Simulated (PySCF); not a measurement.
Fill in the blanks.

Compound: C5H9NOSi.
SMILES: `C#C[Si@@]1(O)CCCN1`

| property | level | value |
| --- | --- | --- |
| point group of the GFN2-xTB geometry | GFN2-xTB | C1 |
| rotational constants A, B, C of the GFN2-xTB geometry | GFN2-xTB | ? |
| dipole moment | wB97X-D/def2-SVPD | ? |
| HOMO energy | wB97X-D/def2-SVPD | ? |
| LUMO energy | wB97X-D/def2-SVPD | ? |
| lowest singlet excitation | TDDFT wB97X-D/def2-SVPD | 6.20 eV (200 nm, f = 0.002) |
| lowest triplet excitation (Tamm–Dancoff) | TDA wB97X-D/def2-SVPD | 5.19 eV |
| static isotropic polarisability | wB97X-D/def2-SVPD | 88.5 au |
| electronic spatial extent ⟨r²⟩ about the centre of nuclear charge | wB97X-D/def2-SVPD | 1163 bohr² |
| 13C chemical shifts (computed TMS as zero) by class | GIAO PBE0/pcSseg-1 | 97.7 (1 C), 89.8 (1 C), 47.5 (1 C), 28.2 (1 C), 15.0 (1 C) ppm |
| 1H chemical shifts (computed TMS as zero) by class | GIAO PBE0/pcSseg-1 | 3.17 (1 H), 2.98 (1 H), 1.90 (1 H), 1.77 (1 H), 1.69 (1 H), 1.57 (1 H), 1.25 (1 H), 0.72 (1 H), 0.61 (1 H) ppm |
| isotropic shieldings of nuclei other than C and H, by class | GIAO PBE0/pcSseg-1 | 208 (1 N), 280 (1 O), 374 (1 Si) ppm |

Gas-phase values; electronic properties from PySCF, density fitting. Isolated species at its GFN2-xTB geometry (one conformer only).

Q: Give the LUMO energy.

A: 1.83 eV.

Q: Give the HOMO energy.

A: -8.81 eV.

Q: The dipole moment?

A: 1.62 D.

Q: The rotational constants A, B, C of the GFN2-xTB geometry?

A: 2.699, 1.275, 1.160 GHz.

No computed singlet falls in the visible range (750 to 380 nm, 1.65 to 3.26 eV); S1 lies 2.94 eV above its blue end. The 8 singlets span 6.20 to 7.72 eV, and their oscillator strengths add up to 0.17. The vertical singlet–triplet gap S1 − T1 is 1.01 eV (TDDFT singlet less Tamm–Dancoff triplet; S1: HOMO−1→LUMO+1, weight 0.19, beside HOMO−2→LUMO+1, weight 0.17; T1: HOMO−2→LUMO+1, weight 0.21, beside HOMO−3→LUMO+1, weight 0.14). The dipole equals about 5.4 × 10⁻³⁰ C·m (1 D = 3.33564 × 10⁻³⁰ C·m). The polarisability is 13.11 Å³ as a volume (1 au = 0.148185 Å³), or 1.30 au for each of the 68 electrons. The principal polarisabilities are 77.5, 80.1 and 107.9 au; their mean is the isotropic value.

For the NMR shielding job (PBE0/pcSseg-1), on Arm Neoverse V2, one thread, no GPU, shared host with 96 logical CPUs at a one-minute load of 69, this took 28 s of wall time and 1.0 GiB of memory at its peak.
